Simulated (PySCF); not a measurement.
# Polarisability and C₆ of V (vanadium, neutral)

[Ar] 3d3 4s2, high-spin 4F determinant. Calculation: PySCF 2.14, in aug-cc-pVTZ with one added diffuse shell each of s, p, d, f, g type (9s8p6d4f3g, 118 functions); the non-relativistic Hamiltonian (point nucleus). Coupled (time-dependent) response in atomic units; α is the mean over directions.

| method | mean α (bohr³) | C₆ (like pair) | S(−4) |
| --- | --- | --- | --- |
| PBE0 | 98.32 | 1082 | 5590 |

S(−4) is the Cauchy moment in α(ω) = α(0) + S(−4) ω² + …

Reference α: 87 ± 10 bohr³ (recommended; Schwerdtfeger and Nagle, table of static dipole polarizabilities (2023 update)). Published C₆: 832.0 (Chu and Dalgarno (2004); Tang, Norbeck and Certain (1976)).

α(iu) at PBE0:

```csv
u (hartree),α(iu) (bohr³)
0,98.32
0.0500,86.63
0.100,65.50
0.200,35.30
0.300,21.21
0.500,10.46
0.750,5.974
1.00,4.057
1.50,2.359
2.00,1.584
3.00,0.8697
5.00,0.3811
```

A single London oscillator, α(iu) = α/(1 + u²/ω²), gives C₆ = (3/4) ω α². Matching the computed C₆ needs ω = 4 × 1082 / (3 × 98.32²) = 0.149 hartree.
